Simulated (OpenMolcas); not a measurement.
# Potential curves of WN: spin-free states

Computed with OpenMolcas 26.06: state-averaged CASSCF(9,9) over W 6s 5d, N 2p, XMS-CASPT2 (IPEA 0.25, imaginary shift 0.2 hartree), scalar X2C, ANO-RCC-VDZP, then RASSI spin–orbit state interaction with atomic mean-field integrals. C2 symmetry about the axis (a holds Σ, Δ, Γ; b holds Π, Φ, H; Σ⁺ and Σ⁻ are not told apart); roots by multiplicity and irrep: 4a 1, 2a 6.

XMS-CASPT2 energies in eV from the lowest point. Curves are followed by energy order within each symmetry, so they are adiabatic and may change character at avoided crossings; Σ⁺ and Σ⁻ are counted together.

```json
{"R (Å)": "1.491", "(1)4Σ": "1.229", "(1)2Δ": "1.480", "(1)2Γ": "2.536", "(1)2Σ": "2.713", "(2)2Σ": "2.834"}
{"R (Å)": "1.558", "(1)4Σ": "0.431", "(1)2Δ": "0.684", "(1)2Γ": "1.795", "(1)2Σ": "2.004", "(2)2Σ": "2.089"}
{"R (Å)": "1.607", "(1)4Σ": "0.120", "(1)2Δ": "0.390", "(1)2Γ": "1.524", "(1)2Σ": "1.757", "(2)2Σ": "1.815"}
{"R (Å)": "1.657", "(1)4Σ": "0.000", "(1)2Δ": "0.286", "(1)2Γ": "1.440", "(1)2Σ": "1.694", "(2)2Σ": "1.728"}
{"R (Å)": "1.715", "(1)4Σ": "0.037", "(1)2Δ": "0.343", "(1)2Γ": "1.522", "(1)2Σ": "1.797", "(2)2Σ": "1.805"}
{"R (Å)": "1.773", "(1)4Σ": "0.213", "(1)2Δ": "0.551", "(1)2Γ": "1.745", "(1)2Σ": "2.023", "(2)2Σ": "2.038"}
{"R (Å)": "1.856", "(1)4Σ": "0.619", "(1)2Δ": "1.019", "(1)2Γ": "2.227", "(1)2Σ": "2.495", "(2)2Σ": "2.537"}
{"R (Å)": "1.988", "(1)4Σ": "1.459", "(1)2Δ": "1.944", "(1)2Γ": "3.191", "(1)2Σ": "3.446", "(2)2Σ": "3.504"}
{"R (Å)": "2.237", "(1)4Σ": "2.975", "(1)2Δ": "3.659", "(1)2Γ": "5.004", "(1)2Σ": "5.059", "(2)2Σ": "5.227"}
```

With masses 183.951 and 14.003 u, fit the curves (1)4Σ, (1)2Δ, (1)2Γ, (1)2Σ, (2)2Σ near their minima.

At XMS-CASPT2, Te from the lowest curve (the fit fixes ωe to a per cent or two; the method's Re and ωe can be off by some per cent):

| curve | Te (cm⁻¹) | Re (Å) | ωe (cm⁻¹) |
| --- | --- | --- | --- |
| (1)4Σ | 0 | 1.672 | 1050.7 |
| (1)2Δ | 2330 | 1.666 | 1083.9 |
| (1)2Γ | 11670 | 1.659 | 1095.0 |
| (1)2Σ | 13720 | 1.651 | 1094.7 |
| (2)2Σ | 13980 | 1.661 | 1108.6 |

Only roots inside an energy window near the equilibrium distance were included, so the list of states is not complete; labels number the states computed. Each spin and symmetry block has orbitals of its own, averaged over its own roots, so gaps between blocks are less sure than gaps within one and near the minimum can be off by tenths of an eV, in bad cases by more. No Rydberg orbitals are active, so Rydberg states, and σ→σ* states whose orbital the CASSCF left unused, can be missing between those listed. CASPT2 splits the two components of degenerate states numerically, here by up to 39 cm⁻¹. No roots were computed in blocks 2b, 4b (none fell in the window or the block failed), so states of that kind are missing and can lie low or lowest. For d and f metals this valence active space lacks a second d shell: the order of states is not reliable within half an eV or more, and the lowest computed state need not be the true ground state.
